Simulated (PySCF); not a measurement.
PySCF 2.14 output of an unrestricted MN15 calculation on a single atom or ion in cc-pVDZ-X2C (8s7p5d3f1g, 84 functions), with the spin-free X2C one-electron Hamiltonian (Gaussian nucleus):

```
SCF conv_tol = 1e-09
number electrons alpha = 35  beta = 34
    H. S. Yu, X. He, S. L. Li, and D. G. Truhlar.,  Chem. Sci. 7, 5032-5051 (2016)
    H. S. Yu, X. He, S. L. Li, and D. G. Truhlar.,  Chem. Sci. 7, 5032-5051 (2016)
cycle= 1 E= -13576.4195321553  delta_E= 0.0444  |g|=    1  |ddm|= 0.634
cycle= 2 E= -13576.0626909844  delta_E= 0.357  |g|= 2.13  |ddm|= 0.852
cycle= 3 E= -13576.5124510256  delta_E= -0.45  |g|= 0.0292  |ddm|= 0.563
cycle= 4 E= -13576.5125260334  delta_E= -7.5e-05  |g|= 0.00764  |ddm|= 0.029
cycle= 5 E= -13576.5125345747  delta_E= -8.54e-06  |g|= 0.00129  |ddm|= 0.0112
cycle= 6 E= -13576.5125350245  delta_E= -4.5e-07  |g|= 0.000119  |ddm|= 0.00385
cycle= 7 E= -13576.5125351041  delta_E= -7.96e-08  |g|= 0.000107  |ddm|= 0.00219
cycle= 8 E= -13576.5125351148  delta_E= -1.07e-08  |g|= 3.3e-05  |ddm|= 0.000646
cycle= 9 E= -13576.5125351152  delta_E= -3.66e-10  |g|= 2.98e-06  |ddm|= 0.00013
converged SCF energy = -13576.5125351152  <S^2> = 0.75276266  2S+1 = 2.0027608
```

The run itself started from symmetry-adapted Hartree-Fock orbitals and held the occupation by maximum overlap, on a logarithmic radial grid, so the iterations belong to that start.

Which element, charge and spin multiplicity is this?

Tm (thulium, neutral), multiplicity 2; the state was [Xe] 4f13 6s2, 2F determinant.

Spin-orbit coupling, absent here, splits the open shell strongly.
